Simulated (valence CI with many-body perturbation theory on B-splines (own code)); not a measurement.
The numbers below are computed, except where a source is named.
**Basis-set convergence for Gd³³⁺**

Level of theory: relativistic CI+MBPT: three valence electrons over a frozen Dirac-Fock core [Ar] 3d10, radial functions for each j: 9 s, 9 p, 8 d, 6 f, 3 g, 1 h, with the one-electron correlation potential Σ1 (screened to all orders), the two-electron term Σ2, the three-electron term Σ3, Breit, model QED; selected single and double excitations, second order for the rest, scaled by the run's own slope (own B-spline code, finite nucleus).

The last digits are not significant, and no measured levels were compared; by estimate large intervals hold to a few tenths of a per cent, small ones and those within an open d or f shell to about a per cent.

The reference run has the lowest level (4s^2 4p1/2) J=1/2 and an ionisation energy of 1370.17 eV. Its largest variational space holds 8646 state functions.

Levels are named by their leading jj configuration (3d3/2^4 stands for four electrons in 3d with j = 3/2), which in mixed levels can hold well under half, so a name can repeat and another be missing. Letters in brackets count levels of one name in rising energy.

Changed runs:
A. basis 6 s, 6 p, 5 d, 3 f, 1 g
B. basis 5 s, 5 p, 4 d, 2 f

Excitation energies of the reference run in cm⁻¹, and shifts in cm⁻¹:

| Level | Reference | A | B |
| --- | --- | --- | --- |
| (4s^2 4p3/2) J=3/2 | 361757 | -23 | -41 |
| (4s 4p1/2^2) J=1/2 | 582329 | -42 | -112 |
| (4s 4p1/2 4p3/2) J=3/2 [a] | 867338 | -166 | -597 |
| (4s 4p1/2 4p3/2) J=5/2 | 918927 | -63 | -158 |
| (4s 4p1/2 4p3/2) J=3/2 [b] | 995534 | +40 | +290 |
| (4s 4p1/2 4p3/2) J=1/2 | 1020050 | +71 | +423 |
| (4s 4p3/2^2) J=5/2 | 1251570 | -122 | -373 |
| (4s^2 4d3/2) J=3/2 | 1349000 | +78 | +519 |
| (4s 4p3/2^2) J=1/2 | 1382370 | +117 | +696 |
| (4s 4p3/2^2) J=3/2 | 1428870 | +200 | +1124 |
| (4s^2 4d5/2) J=5/2 | 1462900 | +206 | +1193 |
| (4p1/2^2 4p3/2) J=3/2 | 1590680 | -23 | +9.1 |
| Ionisation energy (eV) | 1370.17 | -0.021 | -0.08 |
